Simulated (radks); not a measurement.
Problem. Successive ionisation energies (eV) of one element, from differences of total energies of ions in their ground configurations, starting at charge 0: 7.355, 17.376, 32.199, 49.581, 69.029, 90.205, 161.37, 184.92, 208.53, 243.93, 270.32, 296.68, 352.53. Method: scalar-relativistic Kohn-Sham, r2SCAN, spin-polarised, spherical densities, finite nucleus; open shells are filled with parallel spins first; meta-GGA in the generalised Kohn-Sham scheme; Fermi nuclear charge, rms radius 3.6452 fm; computed with a radial shooting solver on a logarithmic mesh with Libxc functionals. Which element is it?

Solution. Chromium (Z = 24). The first species listed is Cr in [Ar] 3d5 4s1, the last Cr12+ in [Ne] 3s2.
